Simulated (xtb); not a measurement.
xtb input:

```bash
xtb mol.xyz --gfn 2 --ohess tight --chrg -1 --uhf 0
```
mol.xyz:
```
3

O     -1.25279764    -0.36863524    -0.00594447
S     -0.17979581     0.66105572     0.00631226
F      1.41785614    -0.24471407    -0.05817604
```

Question: Which total energy does the run end on?

Answer: -12.24800 Eh (GFN2-xTB).
